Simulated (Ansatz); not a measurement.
Mulliken charges of CH4ISi, SMILES `C[SiH]I` radical from ωB97M-V/def2-TZVPP in Ansatz (PBE0-D4/def2-TZVP geometry).

```json
{"atom": "C1", "x (Å)": "-0.678", "y (Å)": "0.449", "z (Å)": "-0.331", "charge (e)": "-0.413"}
{"atom": "Si2", "x (Å)": "1.037", "y (Å)": "-0.274", "z (Å)": "-0.146", "charge (e)": "0.173"}
{"atom": "I3", "x (Å)": "0.914", "y (Å)": "-2.561", "z (Å)": "0.712", "charge (e)": "-0.145"}
{"atom": "H4", "x (Å)": "-0.606", "y (Å)": "1.470", "z (Å)": "-0.716", "charge (e)": "0.125"}
{"atom": "H5", "x (Å)": "-1.183", "y (Å)": "0.476", "z (Å)": "0.638", "charge (e)": "0.136"}
{"atom": "H6", "x (Å)": "-1.279", "y (Å)": "-0.145", "z (Å)": "-1.021", "charge (e)": "0.133"}
{"atom": "H7", "x (Å)": "1.857", "y (Å)": "0.516", "z (Å)": "0.818", "charge (e)": "-0.008"}
```

Task: By hand: the dipole of these point charges (1 e Å = 4.8032 D).

Result: Σ q r = (-0.095, 0.364, -0.137) e Å, of length 0.400 e Å = 1.92 D.

Task: How does the dipole of the full density compare? (An estimate is asked.)

Result: Computed: (-0.166, 0.332, -0.123) e Å, 1.88 D; the point charges give 1.02 times that, at 11° from its direction.

Point charges leave out the atoms' own dipoles, such as those of lone pairs, and Mulliken's split depends on the basis, so the close match here is no proof of good charges.
